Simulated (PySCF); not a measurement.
A structure optimised at ωB97X-D3(BJ)/def2-SVP, used in a PySCF frequency run:

```xyz
15

N     -0.1434     2.0619    -1.5849
C     -0.4141     1.0308    -1.1314
C     -0.7378    -0.2441    -0.5104
Si    -2.5500    -0.2915     0.0658
Si     0.4563    -0.5898     0.9435
Si     2.6538    -0.1959     0.2601
H     -0.5931    -1.0478    -1.2535
H     -3.4641    -0.1293    -1.0980
H     -2.7707     0.8018     1.0503
H     -2.7809    -1.6133     0.7143
H      0.2462    -2.0107     1.3490
H      0.0727     0.2917     2.0844
H      2.8967    -0.9377    -1.0124
H      3.6026    -0.6881     1.3015
H      2.8640     1.2613     0.0383
```
Charge 0, spin multiplicity 1.

Problem. Write its SMILES and formula.

Solution. N#C[C@H]([SiH3])[SiH2][SiH3], C₂H₉NSi₃

Problem. What are its rotational constants (standard atomic weights)?

Solution. 2.7159, 1.0610, 0.80601 GHz
